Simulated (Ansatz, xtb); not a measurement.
## CH3AlClF: which of two structures lies lower

Structure a is a singlet given by its coordinates and structure b is a singlet given by its coordinates. Both are isolated molecules in the gas phase, relaxed with B3LYP/6-31G*.

a (Å):

```xyz
7

C     1.1233   -1.7191   -0.6709
Al    1.7339   -0.2117    0.4098
Cl    2.8698   -0.6714    2.1437
F     0.0863   -1.1869    0.3929
H     1.2701   -2.7612   -0.3898
H     0.5942   -1.6282   -1.6193
H     1.5345    1.2875   -0.0195
```

Close contacts (Å): C1–Al2 1.95, C1–F4 1.58, Al2–Cl3 2.12, Al2–F4 1.91, C1–H5 1.09, C1–H6 1.09, Al2–H7 1.57.

b (Å):

```xyz
7

C     1.9531    0.5143   -1.8500
Al    0.3783   -0.6477   -1.9225
Cl    1.0596    1.5242   -3.1760
F    -0.8181   -0.3962   -0.7991
H     0.2135   -1.8138   -2.9671
H     2.9026    0.2176   -2.2956
H     2.1117    1.1974   -1.0158
```

Close contacts (Å): C1–Al2 1.96, C1–Cl3 1.89, Al2–Cl3 2.60, Al2–F4 1.66, C1–H6 1.09, C1–H7 1.09, Al2–H5 1.57.

Q: Estimate E(b) − E(a) at the level CCSD(T)/def2-TZVP.

A: Calculated at CCSD(T)/def2-TZVP: E(b) − E(a) = −0.742 eV, so structure b lies lower.

Level by level:

```tsv
level	geometry	E(b) − E(a) (eV)	departure from the last row (eV)	job, with rough time for the two
GFN2-xTB	GFN2-xTB	−0.769	−0.026	optimisation, 0.9 s
HF/STO-3G	GFN2-xTB	+1.010	+1.752	single point, 2.1 s
r2SCAN-D4/def2-SVP	GFN2-xTB	−0.529	+0.213	single point, 11 s
B3LYP/6-31G*	B3LYP/6-31G*	−0.545	+0.197	optimisation, 2.9 min
HF/def2-TZVP	B3LYP/6-31G*	−0.633	+0.109	part of the CCSD(T) run
MP2/def2-TZVP	B3LYP/6-31G*	−0.817	−0.075	part of the CCSD(T) run
CCSD(T)/def2-TZVP	B3LYP/6-31G*	−0.742		single point, 2.2 min
```

HF/STO-3G puts the two in the other order. The largest departure from CCSD(T)/def2-TZVP is that of HF/STO-3G, 1.752 eV.

With harmonic frequencies from B3LYP/6-31G* (ideal gas, rigid rotor, one conformer each, 298.15 K, 1 atm): the zero-point term adds −0.002 eV; ΔH is −0.739 and ΔG −0.763 eV.

The correlated steps freeze 12 core orbitals. Run with Ansatz 0.2.0, xtb 6.7.1; the last row on 1 thread of Intel(R) Xeon(R) Processor @ 2.50GHz (Skylake/Cascade Lake) on a shared host.
